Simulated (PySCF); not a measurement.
TiCl₄, optimised at PBE/def2-SVP:

```xyz
5

Ti    -0.0149     0.0090    -0.0168
Cl    -0.0151     0.8682    -2.0145
Cl    -0.0204    -2.1609    -0.1607
Cl     1.7631     0.6607     1.0523
Cl    -1.7872     0.6694     1.0564
```

Method: PySCF energies (xtb for GFN2) plus ideal-gas RRHO corrections (1 bar). 6-31G* has spherical d functions here. All species are closed-shell singlets. B3LYP is the form with VWN-RPA correlation.

Question: List the harmonic frequencies (cm⁻¹, unscaled) at this level and at the other levels, each on its own geometry.

Answer: 
- PBE/def2-SVP: 112, 112, 130, 130, 130, 368, 490, 490, 490
- B3LYP/6-31G*: 116, 116, 136, 136, 136, 377, 493, 493, 493
- GFN2-xTB: 109, 109, 112, 112, 112, 322, 445, 445, 445
- HF/6-31G*: 121, 121, 145, 145, 145, 403, 506, 506, 506
- PBE0/def2-TZVP: 113, 114, 135, 135, 135, 394, 510, 510, 510
